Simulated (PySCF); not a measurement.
## Radial density of Cr⁺ (chromium, charge +1)

r2SCAN, [Ar] 3d5, high-spin 6S determinant. Calculation: PySCF 2.14, in cc-pVDZ-DK; the spin-free X2C one-electron Hamiltonian (Gaussian nucleus).

```csv
r (bohr),4πr²ρ (e/bohr),4πr²(ρα − ρβ)
0.000867,0.1251,0.0000
0.00146,0.3200,0.0000
0.00245,0.8051,0.0000
0.00413,1.971,0.0000
0.00694,4.608,0.0000
0.0117,9.924,0.0000
0.0196,18.52,-0.0001
0.0330,27.12,0.0000
0.0556,27.51,0.0007
0.0935,21.87,0.0080
0.157,28.27,0.0729
0.264,27.51,0.4729
0.445,10.93,1.8065
0.748,13.45,3.4035
1.26,7.404,2.7928
2.12,1.302,0.9900
3.56,0.1432,0.1409
5.99,0.006385,0.0064
```

Densities and radii are taken from the X2C orbitals without a picture-change correction, which distorts them close to the nucleus.
